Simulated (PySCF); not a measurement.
ClSi, SMILES [Si]Cl (connectivity only; charge and spin as stated), charge +1, multiplicity 1.

The structure is a stationary point at PBE-D3(BJ)/def2-TZVPD.

Two levels are set side by side: TDA-PBE/def2-TZVPD (PySCF) and TDA-LC-ωPBE/def2-TZVPD (PySCF). Vertical, same geometry. The lowest singlet is HOMO−1→LUMO 50 %, HOMO−2→LUMO+1 50 % with PBE and HOMO→LUMO 97 % with the other functional; states are paired by order. Differences are taken from unrounded values.

```json
[
 {"quantity": "lowest singlet excitation (eV)", "TDA-LC-ωPBE": "5.60"},
 {"quantity": "lowest triplet excitation (TDA) (eV)", "TDA-LC-ωPBE": "3.47"},
 {"quantity": "first bright state (f over 0.05) (eV)", "TDA-LC-ωPBE": "5.60"},
 {"quantity": "its oscillator strength", "TDA-LC-ωPBE": "0.08"}
]
```

**Question.** What does TDA-PBE give, and how far is it from TDA-LC-ωPBE? (Estimate from the structure and the level; the computed values follow.)

**Answer.** 
```csv
quantity,TDA-PBE,TDA-PBE minus TDA-LC-ωPBE
lowest singlet excitation (eV),5.22,-0.38
lowest triplet excitation (TDA) (eV),3.66,0.19
first bright state (f over 0.05) (eV),5.48,-0.12
its oscillator strength,0.06,-0.02
```

Functionals without exact exchange tend to place singlet excitations lower, as here. Differences between two approximate levels are no errors against the true value.

Rough cost on one machine, each run with all the roots and properties that it gave: TDA-LC-ωPBE against TDA-PBE within a factor of 2.
